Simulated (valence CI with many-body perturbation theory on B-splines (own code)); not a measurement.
# Eu LVI: calculated level list

Method: configuration interaction combined with many-body perturbation theory (CI+MBPT): six valence electrons over a frozen Dirac-Fock core [He], a basis of 9 s, 9 p, 8 d, 6 f, 3 g, 1 h functions for each j, with the one-electron correlation potential Σ1 (screened to all orders), the two-electron term Σ2, the three-electron term Σ3, Breit, model QED; selected single and double excitations, second order for the rest, scaled by the run's own slope (own B-spline code, finite nucleus).

The last digits are not significant, and no measured levels were compared; by estimate large intervals hold to a few tenths of a per cent, small ones and those within an open d or f shell to about a per cent. Among the levels kept, up to 2100 cm⁻¹ of a level comes from second order outside the variational space, and about a tenth of that is noise between levels of different J, which matters for small intervals.

Levels 46 to 62 of 62, with energies above the lowest level, (2s^2 2p1/2^2 2p3/2^2) J=2. "Leading %" is the weight of the configuration and term that name the level; weights of strongly mixed levels are sums over their largest components and can fall short, so below about 35 % the name and the second component can differ from the true leading terms, or belong to a minority configuration. In the jj column 3d3/2^4 stands for four electrons in 3d with j = 3/2. Lifetimes count E1, E2, E3, M1 and M2 decay at the calculated energies, and are blank where another channel may lead or the interval is too uncertain; long ones can be off by a factor of two.

```csv
No.,Configuration,Term,J,E (eV),Leading %,g,Lifetime,Leading jj
46,2s²2p³3p,³D,3,7156.2,67,1.274,389 fs,2s^2 2p1/2 2p3/2^2 3p3/2 (90 %)
47,2s²2p³3p,³P,1,7172.0,69,1.429,63.7 fs,2s^2 2p1/2 2p3/2^2 3p3/2 (88 %)
48,2s2p⁴3s,³S,1,7187.9,25,1.668,34.1 fs,2s^2 2p1/2 2p3/2^2 3p3/2 (57 %)
49,2s²2p³3p,¹D,2,7189.0,45,1.165,205 fs,2s^2 2p1/2 2p3/2^2 3p3/2 (92 %)
50,2s²2p³3p,³D,2,7205.6,41,1.152,309 fs,2s^2 2p1/2 2p3/2^2 3p3/2 (95 %)
51,2s2p⁴3p,⁵P°,2,7218.1,31,1.594,6.02 fs,2s 2p1/2^2 2p3/2^2 3p1/2 (97 %)
52,2s2p⁴3p,³D°,3,7218.8,37,1.318,2.39 fs,2s 2p1/2^2 2p3/2^2 3p1/2 (92 %)
53,2s2p⁴3s,¹P,1,7219.3,24,1.388,14.0 fs,2s 2p1/2^2 2p3/2^2 3s (78 %)
54,2s2p⁴3s,³P,2,7221.0,46,1.354,47.8 fs,2s 2p1/2^2 2p3/2^2 3s (89 %)
55,2s2p⁴3s,³S,1,7224.8,19,1.452,17.2 fs,2s 2p1/2^2 2p3/2^2 3s (64 %)
56,2s2p⁴3s,¹S,0,7234.5,63,,18.4 fs,2s 2p1/2^2 2p3/2^2 3s (99 %)
57,2s²2p³3d,⁵D°,1,7235.4,46,1.031,8.79 fs,2s^2 2p1/2 2p3/2^2 3d3/2 (99 %)
58,2s²2p³3d,³F°,2,7237.5,39,1.073,14.3 fs,2s^2 2p1/2 2p3/2^2 3d3/2 (97 %)
59,2s²2p³3d,⁵D°,0,7237.8,54,,6.21 fs,2s^2 2p1/2 2p3/2^2 3d3/2 (98 %)
60,2s²2p³3d,³G°,3,7244.4,37,1.087,13.5 fs,2s^2 2p1/2 2p3/2^2 3d3/2 (95 %)
61,2s²2p³3d,³G°,4,7258.1,52,1.036,3.62 ps,2s^2 2p1/2 2p3/2^2 3d3/2 (100 %)
62,2s²2p³3d,³P°,2,7270.8,32,1.207,1.25 fs,2s^2 2p1/2 2p3/2^2 3d3/2 (90 %)
```
